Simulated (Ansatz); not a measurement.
# Molecular dynamics of CH₆F₄Si

input.yaml

```yaml
crystal:
  periodic: [false, false, false]
  atoms:
    - { symbol: Si, position_ang: [-0.822293, -0.261587, -0.714651] }
    - { symbol: C, position_ang: [0.02662, -0.128653, 1.161467] }
    - { symbol: F, position_ang: [0.057616, -1.00902, -1.881961] }
    - { symbol: F, position_ang: [-1.61365, -1.618393, -0.154674] }
    - { symbol: H, position_ang: [-1.998976, 0.575039, -1.01298] }
    - { symbol: H, position_ang: [1.276548, 0.972877, -0.909528] }
    - { symbol: F, position_ang: [0.180149, 1.320067, -1.166307] }
    - { symbol: H, position_ang: [1.067523, -0.015695, 0.315991] }
    - { symbol: F, position_ang: [2.03523, 0.365878, -0.346649] }
    - { symbol: H, position_ang: [0.728097, 0.53447, 1.705514] }
    - { symbol: H, position_ang: [-0.007181, -1.12152, 1.621833] }
    - { symbol: H, position_ang: [-0.929485, 0.386237, 1.381845] }
basis:
  gaussian: { orbitals: cc-pVDZ }
hamiltonian:
  xc: b3lyp
md:
  timestep: 0.5
  n_steps: 200
  ensemble: nve
  temperature: 300.0
  initial_velocities: maxwell_boltzmann
  seed: 10197
```

Command:

```bash
$ ansatz run input.yaml --threads 2 --pin off --max-ram 3072MiB --backend cpu --events-out ev --progress --plain --runs-dir out
```

It starts at the highest image of a converged band. Of that band: Neighbouring images differ by up to 1.5 eV, so the band resolves the path poorly. A vibrational analysis at the climbing image gives one clearly imaginary mode, 1252i cm⁻¹: a first-order saddle point.

Output, in part (one step line in 4, the closing report, with atoms numbered from 0):

```
md step     0: t =     0.00 fs  T =   300.0 K  F+E_penalty+E_count = -19882.99541642 eV  E_kin = 0.387780 eV  conserved = -19882.60763642 eV  (28 SCF iters)
md step     4: t =     2.00 fs  T =   252.3 K  F+E_penalty+E_count = -19882.93304125 eV  E_kin = 0.326122 eV  conserved = -19882.60691955 eV  (30 SCF iters)
md step     8: t =     4.00 fs  T =   201.8 K  F+E_penalty+E_count = -19882.86771132 eV  E_kin = 0.260896 eV  conserved = -19882.60681530 eV  (30 SCF iters)
md step    12: t =     6.00 fs  T =   174.8 K  F+E_penalty+E_count = -19882.83307812 eV  E_kin = 0.225943 eV  conserved = -19882.60713527 eV  (30 SCF iters)
md step    16: t =     8.00 fs  T =   136.2 K  F+E_penalty+E_count = -19882.78268626 eV  E_kin = 0.176016 eV  conserved = -19882.60666993 eV  (31 SCF iters)
md step    20: t =    10.00 fs  T =   144.9 K  F+E_penalty+E_count = -19882.79431156 eV  E_kin = 0.187332 eV  conserved = -19882.60697944 eV  (29 SCF iters)
md step    24: t =    12.00 fs  T =   176.5 K  F+E_penalty+E_count = -19882.83497961 eV  E_kin = 0.228118 eV  conserved = -19882.60686180 eV  (29 SCF iters)
md step    28: t =    14.00 fs  T =   239.8 K  F+E_penalty+E_count = -19882.91704616 eV  E_kin = 0.310015 eV  conserved = -19882.60703154 eV  (29 SCF iters)
md step    32: t =    16.00 fs  T =   316.2 K  F+E_penalty+E_count = -19883.01591933 eV  E_kin = 0.408756 eV  conserved = -19882.60716354 eV  (29 SCF iters)
md step    36: t =    18.00 fs  T =   387.9 K  F+E_penalty+E_count = -19883.10853359 eV  E_kin = 0.501430 eV  conserved = -19882.60710366 eV  (29 SCF iters)
md step    40: t =    20.00 fs  T =   461.8 K  F+E_penalty+E_count = -19883.20429252 eV  E_kin = 0.596930 eV  conserved = -19882.60736222 eV  (29 SCF iters)
md step    44: t =    22.00 fs  T =   496.7 K  F+E_penalty+E_count = -19883.24928563 eV  E_kin = 0.642010 eV  conserved = -19882.60727516 eV  (29 SCF iters)
md step    48: t =    24.00 fs  T =   509.9 K  F+E_penalty+E_count = -19883.26631944 eV  E_kin = 0.659133 eV  conserved = -19882.60718629 eV  (28 SCF iters)
md step    52: t =    26.00 fs  T =   522.7 K  F+E_penalty+E_count = -19883.28267552 eV  E_kin = 0.675700 eV  conserved = -19882.60697568 eV  (29 SCF iters)
md step    56: t =    28.00 fs  T =   577.1 K  F+E_penalty+E_count = -19883.35338287 eV  E_kin = 0.745904 eV  conserved = -19882.60747934 eV  (27 SCF iters)
md step    60: t =    30.00 fs  T =   614.7 K  F+E_penalty+E_count = -19883.40151270 eV  E_kin = 0.794507 eV  conserved = -19882.60700557 eV  (30 SCF iters)
md step    64: t =    32.00 fs  T =   683.1 K  F+E_penalty+E_count = -19883.48972043 eV  E_kin = 0.882912 eV  conserved = -19882.60680887 eV  (29 SCF iters)
md step    68: t =    34.00 fs  T =   802.2 K  F+E_penalty+E_count = -19883.64485019 eV  E_kin = 1.036896 eV  conserved = -19882.60795423 eV  (29 SCF iters)
md step    72: t =    36.00 fs  T =   839.2 K  F+E_penalty+E_count = -19883.69124281 eV  E_kin = 1.084725 eV  conserved = -19882.60651816 eV  (29 SCF iters)
md step    76: t =    38.00 fs  T =   934.5 K  F+E_penalty+E_count = -19883.81599149 eV  E_kin = 1.207885 eV  conserved = -19882.60810674 eV  (29 SCF iters)
md step    80: t =    40.00 fs  T =   936.5 K  F+E_penalty+E_count = -19883.81745697 eV  E_kin = 1.210545 eV  conserved = -19882.60691198 eV  (30 SCF iters)
md step    84: t =    42.00 fs  T =   954.6 K  F+E_penalty+E_count = -19883.84119649 eV  E_kin = 1.233944 eV  conserved = -19882.60725219 eV  (29 SCF iters)
md step    88: t =    44.00 fs  T =   950.8 K  F+E_penalty+E_count = -19883.83676316 eV  E_kin = 1.229021 eV  conserved = -19882.60774248 eV  (29 SCF iters)
md step    92: t =    46.00 fs  T =   900.7 K  F+E_penalty+E_count = -19883.77080777 eV  E_kin = 1.164248 eV  conserved = -19882.60655967 eV  (29 SCF iters)
md step    96: t =    48.00 fs  T =   935.0 K  F+E_penalty+E_count = -19883.81595036 eV  E_kin = 1.208537 eV  conserved = -19882.60741306 eV  (29 SCF iters)
md step   100: t =    50.00 fs  T =   957.3 K  F+E_penalty+E_count = -19883.84436545 eV  E_kin = 1.237456 eV  conserved = -19882.60690970 eV  (29 SCF iters)
md step   104: t =    52.00 fs  T =  1018.6 K  F+E_penalty+E_count = -19883.92418536 eV  E_kin = 1.316614 eV  conserved = -19882.60757180 eV  (29 SCF iters)
md step   108: t =    54.00 fs  T =  1044.1 K  F+E_penalty+E_count = -19883.95653128 eV  E_kin = 1.349615 eV  conserved = -19882.60691674 eV  (29 SCF iters)
md step   112: t =    56.00 fs  T =  1082.3 K  F+E_penalty+E_count = -19884.00664001 eV  E_kin = 1.398968 eV  conserved = -19882.60767236 eV  (29 SCF iters)
md step   116: t =    58.00 fs  T =  1089.1 K  F+E_penalty+E_count = -19884.01468072 eV  E_kin = 1.407829 eV  conserved = -19882.60685202 eV  (29 SCF iters)
md step   120: t =    60.00 fs  T =  1140.5 K  F+E_penalty+E_count = -19884.08172174 eV  E_kin = 1.474147 eV  conserved = -19882.60757502 eV  (29 SCF iters)
md step   124: t =    62.00 fs  T =  1143.7 K  F+E_penalty+E_count = -19884.08551905 eV  E_kin = 1.478295 eV  conserved = -19882.60722366 eV  (28 SCF iters)
md step   128: t =    64.00 fs  T =  1155.7 K  F+E_penalty+E_count = -19884.10150289 eV  E_kin = 1.493832 eV  conserved = -19882.60767061 eV  (29 SCF iters)
md step   132: t =    66.00 fs  T =  1122.4 K  F+E_penalty+E_count = -19884.05852792 eV  E_kin = 1.450866 eV  conserved = -19882.60766224 eV  (28 SCF iters)
md step   136: t =    68.00 fs  T =  1028.4 K  F+E_penalty+E_count = -19883.93583121 eV  E_kin = 1.329262 eV  conserved = -19882.60656907 eV  (29 SCF iters)
md step   140: t =    70.00 fs  T =  1017.9 K  F+E_penalty+E_count = -19883.92336228 eV  E_kin = 1.315754 eV  conserved = -19882.60760853 eV  (29 SCF iters)
md step   144: t =    72.00 fs  T =  1010.8 K  F+E_penalty+E_count = -19883.91336289 eV  E_kin = 1.306545 eV  conserved = -19882.60681768 eV  (29 SCF iters)
md step   148: t =    74.00 fs  T =  1057.2 K  F+E_penalty+E_count = -19883.97403363 eV  E_kin = 1.366501 eV  conserved = -19882.60753290 eV  (29 SCF iters)
md step   152: t =    76.00 fs  T =  1071.8 K  F+E_penalty+E_count = -19883.99255159 eV  E_kin = 1.385391 eV  conserved = -19882.60716065 eV  (27 SCF iters)
md step   156: t =    78.00 fs  T =  1080.0 K  F+E_penalty+E_count = -19884.00387268 eV  E_kin = 1.396011 eV  conserved = -19882.60786153 eV  (30 SCF iters)
md step   160: t =    80.00 fs  T =  1021.8 K  F+E_penalty+E_count = -19883.92734556 eV  E_kin = 1.320736 eV  conserved = -19882.60660944 eV  (31 SCF iters)
md step   164: t =    82.00 fs  T =  1014.0 K  F+E_penalty+E_count = -19883.91844154 eV  E_kin = 1.310635 eV  conserved = -19882.60780673 eV  (31 SCF iters)
md step   168: t =    84.00 fs  T =   970.9 K  F+E_penalty+E_count = -19883.86154262 eV  E_kin = 1.255013 eV  conserved = -19882.60652958 eV  (31 SCF iters)
md step   172: t =    86.00 fs  T =  1010.6 K  F+E_penalty+E_count = -19883.91426246 eV  E_kin = 1.306365 eV  conserved = -19882.60789776 eV  (30 SCF iters)
md step   176: t =    88.00 fs  T =   969.8 K  F+E_penalty+E_count = -19883.86081576 eV  E_kin = 1.253542 eV  conserved = -19882.60727404 eV  (30 SCF iters)
md step   180: t =    90.00 fs  T =   915.5 K  F+E_penalty+E_count = -19883.79079584 eV  E_kin = 1.183350 eV  conserved = -19882.60744612 eV  (30 SCF iters)
md step   184: t =    92.00 fs  T =   860.0 K  F+E_penalty+E_count = -19883.71905892 eV  E_kin = 1.111698 eV  conserved = -19882.60736094 eV  (30 SCF iters)
md step   188: t =    94.00 fs  T =   797.2 K  F+E_penalty+E_count = -19883.63732241 eV  E_kin = 1.030492 eV  conserved = -19882.60683046 eV  (30 SCF iters)
md step   192: t =    96.00 fs  T =   794.7 K  F+E_penalty+E_count = -19883.63486537 eV  E_kin = 1.027206 eV  conserved = -19882.60765948 eV  (31 SCF iters)
md step   196: t =    98.00 fs  T =   784.6 K  F+E_penalty+E_count = -19883.62133120 eV  E_kin = 1.014158 eV  conserved = -19882.60717319 eV  (30 SCF iters)
md step   200: t =   100.00 fs  T =   780.9 K  F+E_penalty+E_count = -19883.61686234 eV  E_kin = 1.009335 eV  conserved = -19882.60752770 eV  (27 SCF iters)
Total energy: -19883.61710474 eV, -730.7094509995 hartree
Atom 0 at    -1.378379    -0.730526    -0.468607 Å, force    -0.815888     1.967371     0.928289 eV/Å
Atom 1 at    -0.694598     0.256238     0.993175 Å, force    -1.361682    -1.699562     1.470436 eV/Å
Atom 2 at     0.061463    -0.606305    -1.203535 Å, force     1.338832    -0.594776    -1.900399 eV/Å
Atom 3 at    -1.821131    -2.287875    -0.286791 Å, force     0.124365    -0.193981     0.084644 eV/Å
Atom 4 at    -2.413356    -0.018488    -1.302505 Å, force     0.201557    -0.477562     0.111752 eV/Å
Atom 5 at     0.856854     1.375732    -1.335788 Å, force    -0.250235     1.007044    -0.194240 eV/Å
Atom 6 at     0.560659     2.268441    -1.493702 Å, force     0.258429    -1.235591     0.305633 eV/Å
Atom 7 at     2.943354    -0.619631    -1.203459 Å, force    -0.018443     0.076862     0.082580 eV/Å
Atom 8 at     3.153236     0.100436    -0.652372 Å, force    -0.235138    -0.047857    -0.095209 eV/Å
Atom 9 at    -0.717243     1.312889     0.737296 Å, force     0.092941     0.389778    -0.124656 eV/Å
Atom 10 at     0.335104    -0.138679     0.988178 Å, force     0.067045     0.379644     0.387570 eV/Å
Atom 11 at    -1.186114     0.055263     2.005090 Å, force     0.598219     0.428631    -1.056400 eV/Å
Dipole moment:    -0.153951    -0.419954     0.060902 e Å
```

The run went to its last step. The conserved energy stayed within 0.11 meV per atom of its start (net change 0.009 meV per atom), so the integration is sound. The kinetic energy rose, since the run started high on the potential surface and went downhill. It ends in pieces (CH4F2Si + FH + FH), so much of that is their flight and rotation, not heat. A run of 0.1 ps of so small a system gives no equilibrium averages. The orbitals stay closed-shell, which can raise the energy where a bond breaks towards radicals; this wasn't checked here.

Between its relaxed ends the band would form Si1–F7, C2–H8, H6–F9 and break Si1–C2, H6–F7, H8–F9. These pairs go: Si1–F7 1.93 → 3.72 Å, C2–H8 1.35 → 4.34 Å, H6–F9 1.12 → 2.71 Å, Si1–C2 2.06 → 1.89 Å, H6–F7 1.18 → 0.95 Å, H8–F9 1.23 → 0.93 Å. In the last frame they stand as before the step (other bonds may differ from the relaxed reactants and products). It ends as CH4F2Si + FH + FH. Pairs count as bonded within 1.25 times the sum of covalent radii (0.12 Å more for H–H).

Last frame:

```xyz
12
Properties=species:S:1:pos:R:3
Si -1.378 -0.731 -0.469
C -0.695 0.256 0.993
F 0.061 -0.606 -1.204
F -1.821 -2.288 -0.287
H -2.413 -0.018 -1.302
H 0.857 1.376 -1.336
F 0.561 2.268 -1.494
H 2.943 -0.620 -1.204
F 3.153 0.100 -0.652
H -0.717 1.313 0.737
H 0.335 -0.139 0.988
H -1.186 0.055 2.005
```

The run took 4.4 min on 2 threads of AMD EPYC 9R45 96-Core Processor (Zen 5), on a shared host, peak memory 0.3 GiB.
